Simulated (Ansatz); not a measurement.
Relative stability

The two ends of one reaction step of MgH$_{5}$ClO$_{2}$, singlet (PBE0-D4/def2-TZVP).

A:

```
atom    x (Å)    y (Å)    z (Å)
 Mg1  -0.5902   0.8610  -1.1948
  H2   0.0714  -0.6832  -1.6543
 Cl3  -1.6741   2.6950  -1.7896
  H4   0.1875  -0.0419   1.0515
  O5  -0.1718   0.8438   0.7734
  H6   0.5125  -1.4882  -0.2497
  O7   0.6548  -1.5926   0.7194
  H8  -0.5395   1.3293   1.5132
  H9   1.5495  -1.9231   0.8309
```

B:

```xyz
9
angstrom
Mg 0.0000 0.6916 -0.3970
H -1.1173 -0.8232 -1.7228
Cl 0.4925 1.7864 -2.2465
H 0.7475 -0.5537 1.2665
O -0.7713 0.4675 1.2572
H -1.3512 -1.0348 -1.0382
O 1.2832 -0.6735 0.4463
H -1.5021 0.7730 1.7833
H 2.2187 -0.6332 0.6512
```

Program: Ansatz 0.2.0. Basis: def2-TZVPP. Cores are frozen in the correlated methods. The outer core shell of Li, Na, Mg and K is correlated. The def2 sets are not built for correlating such inner shells, so the correlated values are less sure here. B3LYP uses VWN-RPA correlation.

Which structure is lower at CCSD(T), and by how much? (Judge from chemistry; the value comes from the calculation.)

The calculation gives: B, by 0.617 eV (electronic energy, against the other). By their contacts, A is a complex of MgH₃ClO ([OH2][MgH][Cl]) + H₂O and B is a complex of MgH₃ClO₂ ([OH][Mg]([OH2])[Cl]) + H₂.

All methods give the same order:

| method | E(B) − E(A) (eV) |
| --- | --- |
| SPW92 | -0.361 |
| PBE-D4 | -0.501 |
| BLYP-D4 | -0.587 |
| r2SCAN-D4 | -0.624 |
| B97M-V | -0.380 |
| PBE0-D4 | -0.493 |
| B3LYP-D4 | -0.572 |
| r2SCAN0-D4 | -0.589 |
| BHLYP-D4 | -0.565 |
| CAM-B3LYP-D4 | -0.560 |
| wB97X-V | -0.577 |
| wB97M-V | -0.580 |
| B2PLYP | -0.622 |
| PBE-QIDH | -0.569 |
| RPA on PBE | -0.613 |
| HF | -0.543 |
| MP2 | -0.708 |
| CCSD | -0.613 |
| CCSD(T) | -0.617 |

T1 diagnostic: at most 0.009.

Labels in which every atom is bracketed show which atoms are joined, not bond orders.

For scale, one of the runs: CCSD(T)/def2-TZVPP, 206 basis functions, launched by `ansatz run in.yaml --threads 4 --pin off --events-out ev --progress --plain --max-ram 9574MiB`. Time: 84 s of wall clock on 4 CPU threads of an Arm Neoverse V1; the host was shared. Peak host memory: 3 GiB.
